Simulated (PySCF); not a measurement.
(CF3)2P-PF2, C₂F₈P₂.
SMILES with atom numbers: `[F:1][P:2]([F:3])[P:4]([C:5]([F:6])([F:7])[F:8])[C:9]([F:10])([F:11])[F:12]`

Geometry (PBE0-D3(BJ)/def2-SVP, Å), atoms numbered from 1 in this order:
```
atom  x, y, z in Å
F1    -0.808    2.950    0.147
P2    -0.027    1.767    0.905
F3     1.484    2.256    0.637
P4    -0.053    0.343   -0.870
C5     1.364   -0.763   -0.253
F6     1.152   -2.025   -0.620
F7     1.526   -0.745    1.073
F8     2.500   -0.350   -0.802
C9    -1.487   -0.693   -0.179
F10   -1.885   -1.602   -1.056
F11   -1.222   -1.315    0.966
F12   -2.505    0.150    0.046
```

Level of theory: TDDFT B3LYP/def2-SVPD, vertical, gas phase, core orbitals frozen in the response (PySCF 2.14.0, density-fitted response routines).

Transition dipole moments from the ground state, in atomic units and in the frame of the coordinates above (overall signs are arbitrary), for the states with f of 0.002 or more among the lowest 8:

| state | E (eV) | μx | μy | μz |
| --- | --- | --- | --- | --- |
| S1 | 4.955 | -0.311 | -0.102 | -0.141 |
| S2 | 5.662 | -0.006 | 1.155 | 0.926 |
| S4 | 6.437 | -0.057 | 0.190 | 0.242 |
| S5 | 6.656 | 0.218 | -0.137 | -0.154 |
| S6 | 6.977 | -0.022 | 0.147 | 0.223 |
| S7 | 7.510 | 0.058 | 0.108 | 0.013 |
| S8 | 7.781 | 0.042 | -0.249 | -0.574 |

Task: Work out the oscillator strengths.

Result: f = (2/3) ΔE |μ|² with ΔE in hartree (27.2114 eV).

| state | \|μ\|² (au) | \|μ\| (D) | f |
| --- | --- | --- | --- |
| S1 | 0.127 | 0.91 | 0.015 |
| S2 | 2.192 | 3.76 | 0.304 |
| S4 | 0.098 | 0.79 | 0.015 |
| S5 | 0.090 | 0.76 | 0.015 |
| S6 | 0.072 | 0.68 | 0.012 |
| S7 | 0.015 | 0.31 | 0.003 |
| S8 | 0.393 | 1.59 | 0.075 |

Task: Which bond between heavy atoms lies closest to the direction of the S2 transition dipole?

Result: P2–P4, at 13° from it; next C9–F10 at 18°.

Task: What angle do the transition dipoles of S6 and S8 make?

Result: |cos θ| = |μa·μb| / (|μa| |μb|) = 0.98, so θ ≈ 10° (taken between 0 and 90°, since the signs are arbitrary).

Task: What peak molar absorption coefficient would the strongest computed level give as a lone Gaussian band 0.3 eV wide at half height?

Result: ε(max) = 2.175×10⁸ f / FWHM, with the width in cm⁻¹. S2: 2.175×10⁸ × 0.3040 / 2420 ≈ 27000 L mol⁻¹ cm⁻¹.

The run took 73 s of wall time on one thread, Arm Neoverse V2 (aarch64), shared host, and the process peaked at 1.2 GiB of memory.

One conformer stands for the species.
